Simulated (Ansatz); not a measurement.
A nudged elastic band was laid between two geometries of Al2BrClFH (6 atoms, charge 0, multiplicity 1).

Computed with Ansatz, RKS PBE/def2-SVP.

```json
{
  "movable images": "5",
  "climbing image": "yes",
  "spring": "5.0 eV/Å²",
  "optimiser": "quadratic models (default)",
  "start path": "through a guess of the saddle point",
  "force threshold": "0.03 eV/Å",
  "iteration limit": "60",
  "end points": "relaxed"
}
```

Image 0:

```xyz
6
Properties=species:S:1:pos:R:3
F 0.012 -1.932 1.821
Al 0.608 -0.956 0.586
Br 2.728 -1.375 -0.106
Al -0.886 0.892 -0.406
Cl -0.044 2.051 -1.974
H -2.377 1.256 0.034
```

Image 6:

```xyz
6
Properties=species:S:1:pos:R:3
F 0.093 -0.807 2.285
Al -0.595 -0.696 0.751
Br 1.175 -1.091 -0.999
Al 0.206 1.283 -0.624
Cl 1.118 2.701 -1.903
H -1.954 -1.455 0.444
```

Problem. Which bonds break or form, and what moves?

Solution. Bonds broken: Al4–H6. Bonds formed: Al2–H6, Br3–Al4.

Problem. What energy profile does the band end with?

Solution. The forces met the threshold. The highest image is number 3 of 0 to 6, 19.8 kcal/mol above the first end and 16.8 kcal/mol above the last; the last end lies 3.0 kcal/mol above the first. A structure lower than the first end lies on the path between it and the top, so the climb from that side starts below the end, which may itself be a saddle point or a shallow side well. A vibrational analysis at the climbing image gives one clearly imaginary mode, 247i cm⁻¹: a first-order saddle point. The orbitals stay closed-shell, which can raise the energy where a bond breaks towards radicals; this wasn't checked here.

```csv
image,path coordinate (Å),energy (kcal/mol),Al4–H6 (Å),Al2–H6 (Å),Br3–Al4 (Å)
0,0.00,0.0,1.60,3.76,4.28
1,1.47,-0.3,1.60,3.77,4.26
2,2.94,2.9,1.59,3.36,4.08
3,4.42,19.8,1.74,2.12,3.96
4,5.60,8.2,2.90,1.61,3.91
5,6.78,6.1,3.33,1.59,3.41
6,7.96,3.0,3.65,1.59,2.59
```

Problem. What is the geometry of the highest image?

Solution. 
```xyz
6
Properties=species:S:1:pos:R:3:forces:R:3
F -0.388 -1.031 2.216 -0.01 0.00 0.01
Al 0.487 -0.597 0.850 0.01 0.00 -0.02
Br 1.972 -2.043 -0.061 0.00 0.00 0.00
Al -0.202 1.242 -0.498 0.00 0.00 0.00
Cl -0.900 2.694 -1.847 0.00 0.00 0.00
H -0.926 -0.328 -0.707 0.00 0.00 0.00
```

The run took 3.2 min on 2 threads of Arm Neoverse V1, on a shared host, peak memory 0.15 GiB.
